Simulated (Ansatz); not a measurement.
Reaction (homolysis of the Cl–Si bond): `Cl[SiH2]N[SiH2]Cl` → Cl• + `[SiH2]N[SiH2]Cl`•

Isolated molecules relaxed with PBE0-D4/def2-TZVP in Ansatz; ΔE leaves out vibrations. CCSD(T)/CBS is the MP2 limit (def2-TZVPP, def2-QZVPP) plus CCSD(T) − MP2 in def2-TZVPP, frozen cores. This one scheme is used for every species, atoms too. Functionals use def2-TZVPP. Open shells (•) are unrestricted, without spin–orbit coupling. Spin–orbit coupling would lower the free atoms: a little for Cl. One conformer a species, not always the lowest.

```csv
level,ΔE (kJ/mol)
ωB97M-V,490.0
CCSD(T)/def2-TZVPP,467.9
```

Q: What does CCSD(T)/CBS give? (Estimate.)

A: Ansatz gave: +486.8 kJ/mol. The listed levels differ from it by 3.2, -18.9 kJ/mol.

Q: What do rigid-rotor, harmonic-oscillator terms from PBE0-D4/def2-TZVP frequencies (298.15 K, 1 bar) make of the CCSD(T)/CBS value? (An estimate is asked.)

A: Computed: ΔZPE = -10.2 kJ/mol, ΔH = +480.0 kJ/mol, ΔS = 143 J/(mol·K), ΔG = +437.5 kJ/mol. Open shells count their whole term as degenerate. Modes under 50 cm⁻¹ make the entropy rough.

Largest T1 diagnostic among the species: 0.013.

In def2-TZVPP, CCSD(T) changes the Hartree–Fock value by +98.0 kJ/mol (the triples alone add +8.8 kJ/mol) and MP2 by +120.9 kJ/mol; breaking electron pairs costs correlation energy, which Hartree–Fock lacks. From BLYP to BHLYP (50 % exact exchange), in def2-TZVPP and without D4, ΔE moves by +10.3 kJ/mol.

CCSD(T)/CBS has its own doubt, a few kJ/mol and more with outer-core shells, so smaller differences from it don't rank the levels.
